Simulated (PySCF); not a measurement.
WSBr2, triplet: data card

Computed with PySCF, UPBE0, basis W def2-SVP with ECP60, S def2-SVP, Br def2-SVP (scalar-relativistic core potentials, no spin–orbit coupling, density fitting).

The structure is a minimum.

Z-matrix (Å, degrees; charge 0 multiplicity 3):
```
W
S  1 2.1049
Br 1 2.4194 2 118.23
Br 1 2.4194 2 118.23 3 180.00
```

```
Point group                                                                   : C2v
Bond lengths                                                                  : W–Br 2.419 Å (×2), W–S 2.105 Å
Bond angles                                                                   : Br–W–Br 123.5°, Br–W–S 118.2° (×2)
Lowest empty level (α)                                                        : -3.67 eV
Heat capacity Cp at 298.15 K                                                  : 77.0 J/(mol K)
Spin squared ⟨S²⟩                                                             : 2.052
Enthalpy at 298.15 K above 0 K                                                : 18.93 kJ/mol
Dipole moment                                                                 : 0.17 D
Atomisation energy without zero-point energy                                  : 1276 kJ/mol
Rotational constants                                                          : 0.05369, 0.02351, 0.01635 cm⁻¹
Rotational symmetry number                                                    : 2
Principal quadrupole moments (Buckingham, traceless) about the centre of mass : -2.47, -0.53, 3.00 D Å
Entropy at 298.15 K and 1 bar (electronic part: spin only)                    : 380.4 J/(mol K)
Highest occupied level (α)                                                    : -6.77 eV
Zero-point energy                                                             : 8.0 kJ/mol
Principal polarisabilities                                                    : 56.2, 103.9, 109.2 bohr³
```

Harmonic modes (masses in u: W 183.951, S 31.972, Br 78.918):
```json
{"symmetry": "b1", "ω (cm⁻¹)": "66", "IR (km/mol)": "2.1", "μ (u)": "64.87", "type": "bend"}
{"symmetry": "a1", "ω (cm⁻¹)": "67", "IR (km/mol)": "0.0", "μ (u)": "83.61", "type": "bend"}
{"symmetry": "b2", "ω (cm⁻¹)": "99", "IR (km/mol)": "0.1", "μ (u)": "38.77", "type": "bend"}
{"symmetry": "a1", "ω (cm⁻¹)": "253", "IR (km/mol)": "9.0", "μ (u)": "82.03", "type": "stretch"}
{"symmetry": "b2", "ω (cm⁻¹)": "288", "IR (km/mol)": "52.9", "μ (u)": "103.52", "type": "stretch"}
{"symmetry": "a1", "ω (cm⁻¹)": "567", "IR (km/mol)": "41.2", "μ (u)": "36.76", "type": "stretch"}
```

In C2v the vibrations span b1 + 3a1 + 2b2. Here b1 is antisymmetric to the molecular plane and b2 lies in it.

Charges (e):
| atom | Mulliken | Löwdin | polar tensor | spin (Mulliken) | Mayer order to W1 |
| --- | --- | --- | --- | --- | --- |
| W1 | 0.59 | -0.54 | 1.36 | 2.25 | – |
| S2 | -0.11 | 0.29 | -0.43 | -0.29 | 2.32 |
| Br3,4 | -0.24 | 0.13 | -0.47 | 0.02 | 1.14 |

Mulliken populations on W1 (electrons outside its core potential): s 2.65, p 6.28, d 4.41, f 0.06.

Formally W is in oxidation state +4, d2, with 2 unpaired electrons (the high-spin count). The Mulliken spin on W is 2.25. The polar-tensor charge on W, 1.36, is far below the formal one.

This need not be the most stable arrangement of these atoms. Open d and f shells are described by one determinant, and the ground state may have another occupation or spin. With an element this heavy the missing spin–orbit coupling can shift these numbers.

The final relaxation and frequency run took 2.8 min on 4 threads of a shared Arm Neoverse N1 host, with 114 basis functions and 13 gradients; the process peaked at 1.2 GiB.
